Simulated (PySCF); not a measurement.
Basis and Hamiltonian dependence of the ionisation energy of Nb⁺

Nb⁺ [Kr] 4d4 (5D) → Nb²⁺ [Kr] 4d3 (4F). All values are computed (PySCF 2.14, energy differences of UHF-based or UKS calculations, no spin-orbit coupling). Values in eV.

| basis | Hamiltonian | functions | UHF | PBE0 | MP2 (valence) | CCSD(T) (valence) | CCSD(T) (valence and next inner shell) |
| --- | --- | --- | --- | --- | --- | --- | --- |
| def2-SVP with the def2 core potential (28 electrons) | ECP | 31 | 13.020 | n/a | 13.396 | n/a | n/a |
| cc-pVDZ-PP with ECP28MDF | ECP | 38 | 13.094 | n/a | 13.518 | n/a | n/a |
| x2c-SVPall | spin-free X2C | 53 | 13.081 | n/a | 13.517 | n/a | n/a |
| aug-cc-pVDZ-PP with ECP28MDF | ECP | 54 | 13.093 | 14.338 | 13.541 | 13.640 | n/a |
| def2-TZVPPD with the def2 core potential (28 electrons) | ECP | 56 | 13.061 | n/a | 13.593 | 13.683 | 13.963 |
| cc-pVTZ-PP with ECP28MDF | ECP | 63 | 13.052 | 14.326 | 13.593 | n/a | n/a |
| x2c-TZVPall | spin-free X2C | 63 | 13.085 | n/a | 13.522 | n/a | n/a |
| aug-cc-pwCVDZ-PP with ECP28MDF | ECP | 70 | 13.050 | 14.324 | 13.575 | 13.668 | 13.871 |
| x2c-TZVPPall | spin-free X2C | 79 | 13.068 | 14.387 | 13.608 | 13.699 | 14.007 |
| def2-QZVPPD with the def2 core potential (28 electrons) | ECP | 81 | 13.054 | n/a | 13.614 | 13.704 | 14.005 |
| aug-cc-pVTZ-PP with ECP28MDF | ECP | 88 | 13.053 | 14.328 | 13.598 | 13.689 | n/a |
| ANO-R3 | spin-free X2C | 106 | 13.046 | n/a | 13.619 | 13.710 | n/a |
| x2c-QZVPPall | spin-free X2C | 111 | 13.051 | 14.373 | 13.613 | 13.704 | n/a |
| aug-cc-pwCVTZ-DK | spin-free X2C | 136 | 13.050 | 14.373 | 13.616 | n/a | n/a |

Frozen in the all-electron rows: valence: [Kr]; valence and next inner shell: [Ar] 3d10; with a core potential, the same shells as far as they lie outside it.

Between the lowest levels the reference is 14.32 eV (semi-empirical (NIST evaluation); NIST Atomic Spectra Database, ionization energies); it includes spin-orbit coupling, which these numbers lack.
